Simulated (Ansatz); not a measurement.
Cost and result for the atomization energy of AlBrH3NSi, SMILES `Br[SiH]1[NH][AlH]1` (7 atoms, 7 bonds).

```xyz
7

Br   -0.042   -2.628    1.016
Si    0.652   -0.566    0.462
N    -0.190    0.169   -0.875
Al   -0.680    1.300    0.412
H     2.118   -0.748    0.300
H    -0.260   -0.103   -1.845
H    -1.599    2.576    0.530
```

Charge 0, multiplicity 1. Correlated methods include outer-core shells of Br, which these sets cover unevenly. Scalar relativity is left out up to krypton. Geometry: relaxed with PBE0-D4/def2-TZVP. Program: Ansatz. All runs use 2 threads of an Intel Xeon 6975P-C on a shared host. Times are those of one run each, without the atoms' runs, and a repeat can differ threefold. Electronic energies, without spin–orbit coupling; frozen cores. CCSD(T)/CBS adds CCSD(T) − MP2 in def2-TZVPP to the MP2 limit, and its time is that of the two runs behind it. T1 = 0.011. With those shells the extrapolation isn't a true limit. HSE06 is the plane-wave form, built on full-range PBE exchange.

CCSD(T)/CBS is a level of theory with its own doubt, some kJ/mol a heavy atom from the limit and from the frozen cores, so smaller differences don't rank the functionals.

```json
{"level": "LDA (SPW92)/def2-TZVPP", "functions": "205", "wall time": "1.4 s", "atomization (kJ/mol)": "2371.0", "difference from CCSD(T)/CBS": "291.2", "per bond": "41.6"}
{"level": "revPBE-D4/def2-TZVPP", "functions": "205", "wall time": "1.9 s", "atomization (kJ/mol)": "2043.4", "difference from CCSD(T)/CBS": "-36.4", "per bond": "-5.2"}
{"level": "BLYP-D4/def2-TZVPP", "functions": "205", "wall time": "2.3 s", "atomization (kJ/mol)": "2054.0", "difference from CCSD(T)/CBS": "-25.8", "per bond": "-3.7"}
{"level": "PBE-D4/def2-TZVPP (with forces)", "functions": "205", "wall time": "2.5 s", "atomization (kJ/mol)": "2098.6", "difference from CCSD(T)/CBS": "18.8", "per bond": "2.7"}
{"level": "BHLYP-D4/def2-TZVPP", "functions": "205", "wall time": "3.1 s", "atomization (kJ/mol)": "1998.2", "difference from CCSD(T)/CBS": "-81.6", "per bond": "-11.7"}
{"level": "PBE0-D4/def2-TZVPP", "functions": "205", "wall time": "3.3 s", "atomization (kJ/mol)": "2059.2", "difference from CCSD(T)/CBS": "-20.6", "per bond": "-2.9"}
{"level": "CCSD(T)/def2-SVP", "functions": "97", "wall time": "3.5 s", "atomization (kJ/mol)": "1871.5", "difference from CCSD(T)/CBS": "-208.3", "per bond": "-29.7"}
{"level": "HSE06-D4/def2-TZVPP", "functions": "205", "wall time": "4.1 s", "atomization (kJ/mol)": "2061.1", "difference from CCSD(T)/CBS": "-18.7", "per bond": "-2.7"}
{"level": "r2SCAN-D4/def2-TZVPP (with forces)", "functions": "205", "wall time": "4.3 s", "atomization (kJ/mol)": "2082.0", "difference from CCSD(T)/CBS": "2.2", "per bond": "0.3"}
{"level": "B2PLYP/def2-TZVPP", "functions": "205", "wall time": "5.5 s", "atomization (kJ/mol)": "2032.9", "difference from CCSD(T)/CBS": "-46.9", "per bond": "-6.7"}
{"level": "MP2/def2-QZVPP", "functions": "376", "wall time": "19 s", "atomization (kJ/mol)": "2089.1", "difference from CCSD(T)/CBS": "9.3", "per bond": "1.3"}
{"level": "CCSD(T)/def2-TZVPP", "functions": "205", "wall time": "39 s", "atomization (kJ/mol)": "1994.4", "difference from CCSD(T)/CBS": "-85.4", "per bond": "-12.2"}
{"level": "CCSD(T)/CBS(def2)", "functions": "–", "wall time": "57 s", "atomization (kJ/mol)": "2079.8", "difference from CCSD(T)/CBS": "0.0", "per bond": "0.0"}
```

The D4 term adds +30.1 kJ/mol with B3LYP and +15.6 kJ/mol with PBE0; it sums over pairs of atoms, weighted by their polarisabilities, and B3LYP, whose exchange is more repulsive, gets the larger term. Leaving LDA and LC-ωPBE aside and taking each functional with its dispersion term where it has one, the values spread over 100.4 kJ/mol, from BHLYP-D4 to PBE-D4. LDA lies +290.7 kJ/mol from PBE without D4, its usual overbinding. From PBE to PBE0 (25 % exact exchange), in def2-TZVPP and without D4, the atomization energy moves by −36.7 kJ/mol: exact exchange takes away binding that semilocal exchange gives to molecules.

B3LYP here is the variant with VWN-RPA as its local correlation; programs differ in this.
